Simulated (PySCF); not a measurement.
**Deuteron quadrupole couplings in `C=[C](C)[Al]1[CH2]CC[CH2]1`**

Compound: C₇H₁₃Al.
Atom-mapped SMILES: `[CH2:1]=[C:2]([CH3:3])[Al:4]1[CH2:5][CH2:6][CH2:7][CH2:8]1` (hydrogens: H9, H10 on C1; H11, H12, H13 on C3; H14, H15 on C5; H16, H17 on C6; H18, H19 on C7; H20, H21 on C8)

Structure used (PBE0-D3(BJ)/def2-SVP), in Å, numbered top down from 1:
```xyz
21
C7H13Al angstrom
C     -2.5681    1.2026    0.8583
C     -2.1033    0.2467    0.0324
C     -3.0412   -0.5753   -0.8072
Al    -0.1568    0.0341    0.0227
C      1.2218    0.9668    1.0757
C      2.4888    0.5444    0.3063
C      2.3779   -0.9045   -0.2003
C      1.0732   -1.1233   -0.9913
H     -1.9027    1.8136    1.4800
H     -3.6424    1.4221    0.9535
H     -2.9487   -1.6496   -0.5746
H     -2.8082   -0.4793   -1.8811
H     -4.0960   -0.2873   -0.6619
H      1.2448    0.5464    2.1002
H      1.1439    2.0583    1.1993
H      2.6199    1.2078   -0.5692
H      3.4045    0.6634    0.9117
H      2.3878   -1.5791    0.6763
H      3.2740   -1.1671   -0.7898
H      1.1831   -0.7345   -2.0226
H      0.8150   -2.1889   -1.0982
```

Level: PBE0/pcSseg-1 (PySCF, non-relativistic); Q(2H) = 0.00286 b; rigid geometry, the same for H and D, with no vibrational averaging.

Problem. Rank these positions by the coupling χzz of a deuteron there, largest first.
A. H16 (methylene hydrogen)
B. H12 (methyl hydrogen)
C. H9 (vinylic hydrogen)

Solution. C (201 kHz), B (194 kHz), A (190 kHz).

Problem. What are Vzz, η and χzz (234.96 MHz × Q × Vzz) at all hydrogens?

Solution. 
```tsv
atom	bonded to	bond length (Å)	Vzz (au)	η	χzz (kHz)
H9	C1	1.097	0.2991	0.06	201
H10	C1	1.101	0.2944	0.05	198
H11	C3	1.103	0.2889	0.03	194
H12	C3	1.103	0.2889	0.03	194
H13	C3	1.103	0.2878	0.03	193
H14	C5	1.108	0.2921	0.06	196
H15	C5	1.101	0.3033	0.07	204
H16	C6	1.106	0.2821	0.01	190
H17	C6	1.104	0.2870	0.01	193
H18	C7	1.106	0.2823	0.01	190
H19	C7	1.104	0.2868	0.01	193
H20	C8	1.108	0.2925	0.06	197
H21	C8	1.102	0.3029	0.07	204
```

Problem. How does χzz go with the bond length over the 13 C–H bonds?

Solution. A straight-line fit has a slope of -9.0 kHz for each 0.01 Å, with a correlation coefficient of -0.60, over lengths from 1.097 to 1.108 Å.

Problem. A static deuteron (I = 1) shows a doublet split by (3/2)χ, (3/4)χ(1 + η) and (3/4)χ(1 − η) with the field along z, y and x of the gradient. What are these for H10?

Solution. With |χ| = 197.9 kHz and η = 0.050: 297, 156 and 141 kHz, to first order and without motion.

Isolated species at its PBE0-D3(BJ)/def2-SVP geometry (one conformer only). With a basis this small, the couplings can be 20 % off.

These values come from a run that also computed NMR shieldings. The run took 86 s wall (with the writing of density and orbital grids) on Arm Neoverse N1, one thread (shared host), and the process peaked at 0.96 GiB of memory.
